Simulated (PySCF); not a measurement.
Si(H)2(OH)(PH2) (H5OPSi), SMILES O[SiH2]P. Atoms are numbered in the order given.

```xyz
8

Si    -0.8071    -0.0213    -0.1571
O     -0.9734     1.5698     0.2689
P      1.2676    -0.8902     0.0360
H     -1.7103    -0.7519     0.7543
H     -1.2134    -0.2501    -1.5669
H     -0.4169     2.2110    -0.1846
H      1.5448    -0.2367     1.2631
H      1.8702     0.1201    -0.7577
```

Geometry optimised at TPSSh-D3(BJ)/def2-TZVP. Other conformers were not sampled.

Method: PySCF with TPSSh-D3(BJ)/def2-TZVP.

Frequencies are harmonic and unscaled.

```tsv
mode	ν (cm⁻¹)	IR (km/mol)	moving atoms (share of kinetic energy)
1	166	6.9	H 86 %
2	182	18.2	H 54 %, O 22 %, Si 14 %, P 11 %
3	240	106.4	H 57 %, O 32 %
4	429	20.9	H 89 %
5	438	13.2	P 48 %, Si 40 %, H 9 %
6	608	31.3	H 86 %
7	695	45.3	H 89 %
8	798	25.0	H 90 %
9	826	121.9	H 46 %, O 42 %, Si 11 %
10	905	298.1	H 80 %, Si 16 %
11	907	12.2	H 63 %, O 22 %, Si 15 %
12	953	93.8	H 89 %, Si 9 %
13	1109	21.7	H 97 %
14	2218	123.9	H 97 %
15	2270	91.4	H 97 %
16	2393	39.2	H 97 %
17	2407	40.8	H 97 %
18	3847	75.3	H 94 %
```
